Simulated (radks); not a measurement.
Problem. The table gives one normalised radial function P(r) = r R(r) of Li+ in [He] (r in bohr). Calculated with a radial shooting solver on a logarithmic mesh with Libxc functionals: scalar-relativistic Kohn-Sham, r2SCAN, spin-polarised, spherical densities, finite nucleus; meta-GGA in the generalised Kohn-Sham scheme; Fermi nuclear charge, rms radius 2.444 fm.

r,P
0.01819,0.1606
0.02117,0.1853
0.02484,0.2150
0.02892,0.2473
0.03394,0.2859
0.03951,0.3273
0.04637,0.3763
0.05398,0.4282
0.06335,0.4887
0.07375,0.5516
0.08654,0.6232
0.1016,0.6995
0.1182,0.7753
0.1387,0.8567
0.1615,0.9332
0.1895,1.0096
0.2207,1.0746
0.259,1.1305
0.3015,1.1671
0.3538,1.1835
0.4118,1.1740
0.4833,1.1345
0.5626,1.0680
0.6603,0.9691
0.7686,0.8517
0.902,0.7109
1.05,0.5702
1.232,0.4256
1.435,0.3018
1.684,0.1938
1.96,0.1164
2.3,0.0611

Which n and l does it have? It may be an empty orbital.

Solution. n = 1, l = 0: the number of nodes gives n - l - 1 = 0, the rise at small r (about r^(l+1)) gives l, and the extent must fit the shell. The curve is that of 1s. 1s: eigenvalue -61.925 eV, 0 radial nodes, <r> = 0.575 bohr, 90 % of the charge inside 1.04 bohr.
